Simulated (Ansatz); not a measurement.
Molecule: CClF₂, net charge 0, doublet state. It need not be the lowest isomer of its formula. 
Structure (B3LYP-D3(BJ)/def2-TZVP (Ansatz, an electronic-structure program) minimum search):
```
C
F 1 1.3231
F 1 1.3231 2 110.37
Cl 1 1.7352 2 114.07 3 -129.96
```
Charge 0, spin multiplicity 2.

Quantity: vertical ionisation energy (to the singlet state of charge +1; each state is the SCF solution reached for its spin), in eV. Valence correlation only, unless marked. UHF or UKS for open shells. No spin-orbit coupling. Non-relativistic. CBS(X,Y): correlation extrapolated as X^-3; Hartree-Fock from the larger set. The bracket is a focal-point correction in the basis named.

| level | program | vertical ionisation energy (eV) |
|---|---|---|
| SVWN5/def2-TZVPD | Ansatz | 9.79 |
| PBE/def2-TZVPD | Ansatz | 9.72 |
| r2SCAN/def2-TZVPD | Ansatz | 10.06 |
| B3LYP/def2-TZVPD | Ansatz | 10.13 |
| PBE0/def2-TZVPD | Ansatz | 10.16 |
| BHLYP/def2-TZVPD | Ansatz | 10.45 |
| CAM-B3LYP/def2-TZVPD | Ansatz | 10.29 |

Q: Predict the RI-MP2/CBS(aug-cc-pV(T+d)Z,aug-cc-pV(Q+d)Z)+[CCSD(T)-MP2]/aug-cc-pV(D+d)Z result (Ansatz).

A: 10.08 eV
